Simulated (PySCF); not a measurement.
# Electron correlation in Ga (gallium, neutral)

[Ar] 3d10 4s2 4p1, 2P determinant. Computed with PySCF 2.14 in x2c-TZVPPall (6s5p4d1f, 48 functions), with the spin-free X2C one-electron Hamiltonian (Gaussian nucleus). Frozen: [Ar] 3d10; 3 electrons correlated.

```
  level  correlation energy (mhartree)
   CCSD                         -46.43
    (T)                          -0.82
CCSD(T)                         -47.25
  CCSDT                         -47.54
```

Diagnostics: T1 = 0.013, D1 = 0.0294, largest double amplitude 0.091.

Problem. Is a single reference adequate?

Solution. Mostly. T1 lies below 0.03, but a double amplitude of this size points to a near-degeneracy that CCSD handles and MP2 describes poorly.
